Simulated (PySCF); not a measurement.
A structure optimised at PBE-D3(BJ)/def2-SVP, used in a PySCF frequency run:

```xyz
9

Ge     0.4277    -0.2324    -0.5093
Cl     0.8460     1.2224     1.0670
O     -1.0447    -1.1454    -0.0700
C     -2.2676    -0.4465     0.1023
H      1.5524    -1.2845    -0.5493
H      0.1939     0.5832    -1.8086
H     -2.2137     0.2931     0.9333
H     -2.5857     0.0943    -0.8208
H     -3.0531    -1.1895     0.3501
```
Charge 0, spin multiplicity 1.

Problem. Write its SMILES and formula.

Solution. C[O][GeH2][Cl], CH5ClGeO

Problem. What are its rotational constants (standard atomic weights)?

Solution. 5.2905, 2.4853, 1.8099 GHz
